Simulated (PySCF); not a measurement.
# Radial density of Cd⁺ (cadmium, charge +1)

TPSS, [Kr] 4d9 5s1 5p1, one real determinant (an excited configuration). All numbers are calculated (PySCF 2.14, scalar relativity by spin-free X2C-1e, in x2c-QZVPPall with one added diffuse shell each of s, p, d, f, g type (14s9p8d5f3g, 143 functions)).

| r (bohr) | 4πr²ρ (e/bohr) | 4πr²(ρα − ρβ) |
| --- | --- | --- |
| 0.0224 | 61.80 | 0.0075 |
| 0.0377 | 53.22 | 0.0070 |
| 0.0634 | 64.34 | 0.0346 |
| 0.107 | 76.16 | 0.0920 |
| 0.179 | 52.59 | 0.2300 |
| 0.302 | 62.43 | 0.1920 |
| 0.507 | 22.73 | 0.1424 |
| 0.854 | 20.25 | 0.9665 |
| 1.44 | 7.968 | 0.8279 |
| 2.41 | 1.615 | 0.9940 |
| 4.06 | 0.2873 | 0.2760 |
| 6.83 | 0.007626 | 0.0076 |
| 11.5 | 2.878e-05 | 0.0000 |

Densities and radii are taken from the X2C orbitals without a picture-change correction, which distorts them close to the nucleus.

⟨L²⟩ = 8.02 against 12 for a pure F term, so this real determinant mixes terms.
